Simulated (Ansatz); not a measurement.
A run for Ansatz (a first-principles code): U-CCSD(T)/cc-pV(T+d)Z on F2Si (SMILES F[Si]F, charge +1), 2S+1 = 2, atoms moved off the minimum. Charge +1. Files ending in .json are basis or fitting sets from the Basis Set Exchange.

Ansatz 0.2 input:
```yaml
crystal:
  periodic: [false, false, false]
  atoms:
    - {symbol: F, position_ang: [-1.52251143, -0.51523409, -0.03259664]}
    - {symbol: Si, position_ang: [0.00595828, 0.36727466, 0.07349023]}
    - {symbol: F, position_ang: [1.40151418, -0.28980922, -0.02803813]}
basis:
  gaussian:
    orbitals: cc-pV_T+d_Z.json
total_charge: 1
magnetization: {spin_polarized: true, initial_magnetization: 1}
correlation: {method: ccsd_t, electrons: outside_noble_gas}
scf: {omitted_lower_state_checks: [cluster_reference]}
output: {forces: true}
```

**Question.** Predict the final total energy.

**Answer.** -488.2108 hartree (reference determinant -487.6093, T1 diagnostic 0.022).

**Question.** How many basis functions does it have, and what does it roughly cost on one machine?

**Answer.** 99 functions; around 90 core-seconds (rough).
